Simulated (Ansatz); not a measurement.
AlBFH₅OSi (`OB[SiH](F)[AlH2]`) from Hartree–Fock to CCSD(T)

```xyz
10

O    -1.068   -0.221    1.887
B    -1.452   -0.031    0.604
Si   -0.077    0.738   -0.671
F    -0.728    0.862   -2.150
Al    2.017   -0.563   -0.726
H    -1.755   -0.586    2.452
H    -2.564   -0.342    0.260
H     0.237    2.133   -0.226
H     2.923   -0.605    0.579
H     2.468   -1.385   -2.009
```

The species carries charge 0 and has multiplicity 1. Geometry: relaxed with PBE0-D4/def2-TZVP. It is one conformer, not always the lowest. Frozen core, restricted reference, Ansatz. CBS rows extrapolate triple and quadruple zeta; past MP2 they add the triple-zeta difference.

```tsv
basis	HF (Eh)	MP2 corr.
def2-SVP	-732.48995	-0.60821
def2-TZVPP	-732.93339	-0.78180
def2-QZVPP	-732.95919	-0.84772
```

(1) Estimate the CCSD correlation energy and the (T) correction in each basis where they were run (hartree).

Results:

(1) 
```tsv
basis	CCSD corr.	(T)
def2-SVP	-0.65880	-0.01458
def2-TZVPP	-0.82711	-0.02736
CBS(def2)	-0.94187	as TZ
```
